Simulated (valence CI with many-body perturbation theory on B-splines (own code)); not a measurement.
# Forbidden lines of V I

Calculated by valence CI with perturbative core correlation (CI+MBPT): five valence electrons over a frozen Dirac-Fock core [Ar], a basis of 9 s, 9 p, 9 d, 7 f, 4 g, 2 h functions for each j, with the one-electron correlation potential Σ1 (screened to all orders), the two-electron term Σ2, the three-electron term Σ3, Breit, model QED; selected single and double excitations, second order for the rest, scaled by the run's own slope (own B-spline code, finite nucleus).

Set against measurement, 15 paired levels are off by 411 cm⁻¹ on average, the worst by 715. These come from a selection out of the NIST Handbook of Basic Atomic Spectroscopic Data. Levels without a partner in it may be off by more, other configurations by 1,000 to 4,000 cm⁻¹. Among the levels kept, up to 1200 cm⁻¹ of a level comes from second order outside the variational space, and about a tenth of that is noise between levels of different J, which matters for small intervals.

Lines 51 to 74 of 74 in falling wavelength, among levels below 17131 cm⁻¹, chosen from the decays that carry over 1 % of a level's rate. Wavelengths and rates use the calculated energies, so an error of 400 cm⁻¹ moves a line at 6643 Å by 2.7 % and its rate by three times that or more. Electric multipoles are in the length gauge, E1 and E2 with the static RPA response of the core. Weak lines are less certain than strong ones. Lines between different terms over intervals too small for the method are left out, as are lines whose strength nearly cancels and 23 of this kind that miss the measured wavelength by over 7 %. The highest levels of a list are the least certain.

| λ vac (Å) | Upper | Lower | Type | A (s⁻¹) | Branch % |
| --- | --- | --- | --- | --- | --- |
| 6643 | 3d4 4s 4H_9/2 | 3d3 4s2 4F_5/2 | E2 | 6.43e-01 | 84.0 |
| 6610 | 3d4 4s 4H_7/2 | 3d3 4s2 4F_3/2 | E2 | 6.48e-01 | 82.7 |
| 6309 | 3d4 4s 4F_5/2 | 3d3 4s2 4F_9/2 | E2 | 2.49e-02 | 2.6 |
| 6296 | 3d4 4s 4F_7/2 | 3d3 4s2 4F_9/2 | E2 | 2.13e-01 | 22.4 |
| 6277 | 3d4 4s 4F_9/2 | 3d3 4s2 4F_9/2 | E2 | 5.39e-01 | 58.8 |
| 6220 | 3d4 4s 4F_3/2 | 3d3 4s2 4F_7/2 | E2 | 5.33e-02 | 5.3 |
| 6214 | 3d4 4s 4F_5/2 | 3d3 4s2 4F_7/2 | E2 | 3.42e-01 | 35.2 |
| 6201 | 3d4 4s 4F_7/2 | 3d3 4s2 4F_7/2 | E2 | 2.53e-01 | 26.6 |
| 6197 | 3d4 4s 4P_3/2 | 3d3 4s2 4F_7/2 | E2 | 7.39e-01 | 48.8 |
| 6196 | 3d4 4s 4P_1/2 | 3d3 4s2 4F_5/2 | E2 | 5.95e-01 | 38.1 |
| 6183 | 3d4 4s 4F_9/2 | 3d3 4s2 4F_7/2 | E2 | 3.13e-01 | 34.1 |
| 6181 | 3d4 4s 4P_5/2 | 3d3 4s2 4F_9/2 | E2 | 1.03e+00 | 68.3 |
| 6153 | 3d4 4s 4F_3/2 | 3d3 4s2 4F_5/2 | E2 | 4.56e-01 | 45.6 |
| 6151 | 3d4 4s 4P_1/2 | 3d3 4s2 4F_3/2 | E2 | 9.20e-01 | 58.9 |
| 6147 | 3d4 4s 4F_5/2 | 3d3 4s2 4F_5/2 | E2 | 1.77e-01 | 18.2 |
| 6135 | 3d4 4s 4F_7/2 | 3d3 4s2 4F_5/2 | E2 | 4.08e-01 | 42.9 |
| 6131 | 3d4 4s 4P_3/2 | 3d3 4s2 4F_5/2 | E2 | 5.47e-01 | 36.1 |
| 6117 | 3d4 4s 4F_9/2 | 3d3 4s2 4F_5/2 | E2 | 3.13e-02 | 3.4 |
| 6108 | 3d4 4s 4F_3/2 | 3d3 4s2 4F_3/2 | E2 | 4.73e-01 | 47.4 |
| 6102 | 3d4 4s 4F_5/2 | 3d3 4s2 4F_3/2 | E2 | 4.07e-01 | 41.9 |
| 6091 | 3d4 4s 4F_7/2 | 3d3 4s2 4F_3/2 | E2 | 4.77e-02 | 5.0 |
| 6090 | 3d4 4s 4P_5/2 | 3d3 4s2 4F_7/2 | E2 | 3.56e-01 | 23.6 |
| 6087 | 3d4 4s 4P_3/2 | 3d3 4s2 4F_3/2 | E2 | 1.89e-01 | 12.5 |
| 6026 | 3d4 4s 4P_5/2 | 3d3 4s2 4F_5/2 | E2 | 8.52e-02 | 5.7 |
